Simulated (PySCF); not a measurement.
C3H6O3, SMILES COC(=O)OC. Geometry: PBE-D3(BJ)/def2-SVP.

Computed equilibrium geometry at PBE-D3(BJ)/def2-SVP (PySCF confirms it by a frequency run) as a Z-matrix, and its point group:
point group C2v.
```
C
O 1 1.2156
O 1 1.3469 2 126.14
O 1 1.3469 2 126.14 3 180.00
C 3 1.4297 1 114.45 2 0.00
H 5 1.1047 3 105.96 1 180.00
H 5 1.1091 6 110.21 3 120.29
H 5 1.1091 6 110.21 7 119.43
C 4 1.4297 1 114.45 2 0.00
H 9 1.1047 4 105.96 1 180.00
H 9 1.1091 10 110.21 4 120.29
H 9 1.1091 10 110.21 11 119.43
```
